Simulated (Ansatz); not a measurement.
`[F][Zn][CH2]Cl` + HCl → `[F][Zn][Cl]` + `CCl` at 600 K and 1 bar (ligand exchange at a Zn–C bond).

Isolated molecules relaxed with PBE0-D4/def2-TZVP in Ansatz; ΔE leaves out vibrations. CBS: MP2 limit from def2 TZ/QZ plus the TZ coupled-cluster correction, frozen cores. This one scheme is used for every species. For Zn outer-core shells are correlated without core-valence functions, which leaves a few kJ/mol of doubt a bond. Scalar relativity is left out up to krypton. One conformer a species, not always the lowest.

| species | CCSD(T)/CBS energy (Eh) | H − E (kJ/mol) | S (J/(mol·K)) |
| --- | --- | --- | --- |
| `[F][Zn][CH2]Cl` | -2377.23406 | 121.2 | 384.9 |
| HCl | -460.38127 | 35.4 | 207.2 |
| `[F][Zn][Cl]` | -2338.03728 | 39.0 | 311.0 |
| `CCl` | -499.63220 | 125.0 | 268.9 |

H − E and S are ideal-gas, rigid-rotor, harmonic terms from PBE0-D4/def2-TZVP, for one conformer and one mirror image of each species. 1 Eh = 2625.50 kJ/mol, R = 8.31446 J/(mol·K).

Problem. By hand: ΔE, ΔH, ΔS and ΔG.

Solution. ΔE = (-2338.03728) + (-499.63220) − (-2377.23406) − (-460.38127) = -0.05415 Eh = -142.2 kJ/mol. Δ(H − E) = 39.0 + 125.0 − 121.2 − 35.4 = 7.4, so ΔH = -134.8 kJ/mol. ΔS = 311.0 + 268.9 − 384.9 − 207.2 = -12.2 J/(mol·K). ΔG = -134.8 − 600 × (-12.2)/1000 = -127.5 kJ/mol.

Problem. By hand: the equilibrium constant, and the temperature at which ΔG would vanish if ΔH and ΔS stayed fixed.

Solution. log₁₀ K = −ΔG/(RT ln 10) = 11.1. ΔG = 0 at ΔH/ΔS = 11049 K, far beyond where these terms or the molecules hold.

The number of gas molecules stays the same, so ΔS is small and ΔH decides. A doubt of 5 kJ/mol in ΔE shifts log₁₀ K by 0.4 here. Other conformers and mirror images would add mixing entropy, several J/(mol·K) or more a flexible species. These are equilibria of isolated gas molecules and say nothing of rates. Largest T1 diagnostic: 0.016 (customary marks: 0.02 for closed shells, 0.045 for open ones).
